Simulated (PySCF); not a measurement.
C2H4BF2N. Atoms are numbered in the order given.

```xyz
10

C     -0.0763    -2.6883     0.0000
N      0.3711    -1.3198     0.0000
C     -0.4933    -0.3815     0.0000
B     -0.0213     1.1139     0.0000
F     -0.9164     2.0901     0.0000
F      1.2497     1.4550     0.0000
H      0.3447    -3.2023     0.8809
H      0.3447    -3.2023    -0.8809
H     -1.1789    -2.8077     0.0000
H     -1.5840    -0.6051     0.0000
```
Charge 0, spin multiplicity 1.

The structure is a stationary point at B3LYP-D3(BJ)/def2-SVP. The structure was generated by enumeration; whether it is a known compound was not checked. Other conformers were not sampled.

The numbers are results of PBE/def2-TZVP in PySCF, not measurements.

ESP charges are fitted to the potential on shells at 1.4 to 2.0 van der Waals radii. Atomic charges (e):

```json
[
 {"atom": "C1", "ESP fit": "-0.10", "IAO": "-0.32"},
 {"atom": "N2", "ESP fit": "-0.42", "IAO": "-0.19"},
 {"atom": "C3", "ESP fit": "0.24", "IAO": "-0.17"},
 {"atom": "B4", "ESP fit": "0.48", "IAO": "0.69"},
 {"atom": "F5", "ESP fit": "-0.25", "IAO": "-0.29"},
 {"atom": "F6", "ESP fit": "-0.23", "IAO": "-0.28"},
 {"atom": "H7", "ESP fit": "0.12", "IAO": "0.17"},
 {"atom": "H8", "ESP fit": "0.12", "IAO": "0.17"},
 {"atom": "H9", "ESP fit": "0.06", "IAO": "0.12"},
 {"atom": "H10", "ESP fit": "-0.01", "IAO": "0.11"}
]
```

Q: Give the Mayer and Wiberg (Löwdin basis) orders of the bonds. (Estimate from the structure and the level; the computed values follow.)

A: 
| bond | Mayer | Wiberg |
|---|---|---|
| C1–N2 | 0.99 | 1.42 |
| N2–C3 | 1.80 | 2.19 |
| C3–B4 | 1.00 | 1.20 |
| B4–F5 | 1.25 | 2.11 |
| B4–F6 | 1.29 | 2.14 |
| C1–H7 | 0.95 | 0.90 |
| C1–H8 | 0.95 | 0.90 |
| C1–H9 | 0.95 | 0.91 |
| C3–H10 | 0.90 | 0.82 |
